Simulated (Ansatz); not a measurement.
Relaxation of BCl$_{3}$FH (6 atoms, charge 0, multiplicity 1), to a largest force component of 0.03 eV/Å in at most 50 steps.

These are results of RKS CAM-B3LYP-D4/6-31G* in Ansatz, not measurements.

```xyz
6
Properties=species:S:1:pos:R:3:forces:R:3
B -0.004 0.671 -0.583 1.04 -0.45 0.14
Cl 1.714 0.067 -0.478 -1.04 0.36 -0.06
Cl -1.044 0.014 -1.801 -0.02 -0.02 -0.03
Cl -0.494 1.972 0.448 -0.01 0.03 0.02
H 0.362 -1.460 1.184 1.04 -0.26 -0.03
F -0.534 -1.264 1.231 -1.00 0.33 -0.04
```

Question: Where does it end, and by what steps?

Answer: The forces met the threshold. After 6 steps the energy has fallen by 0.062 eV; F6 moved furthest, 0.18 Å.

| step | energy less start (eV) | largest force component (eV/Å) | accepted |
| --- | --- | --- | --- |
| 0 | 0.0000 | 1.040 | yes |
| 1 | -0.0102 | 1.475 | yes |
| 2 | 0.0082 | 1.936 | no |
| 3 | 0.0002 | 1.227 | no |
| 4 | -0.0520 | 0.756 | yes |
| 5 | -0.0619 | 0.075 | yes |
| 6 | -0.0621 | 0.008 | yes |

```xyz
6
Properties=species:S:1:pos:R:3
B 0.019 0.616 -0.541
Cl 1.707 0.103 -0.507
Cl -1.044 -0.026 -1.765
Cl -0.494 1.931 0.482
H 0.335 -1.492 1.218
F -0.523 -1.131 1.113
```

Whether the end is a true minimum wasn't checked by a vibrational analysis.

Time of the run: 22 s on 2 threads of Arm Neoverse V2, with other jobs on the host, peak memory 0.22 GiB.
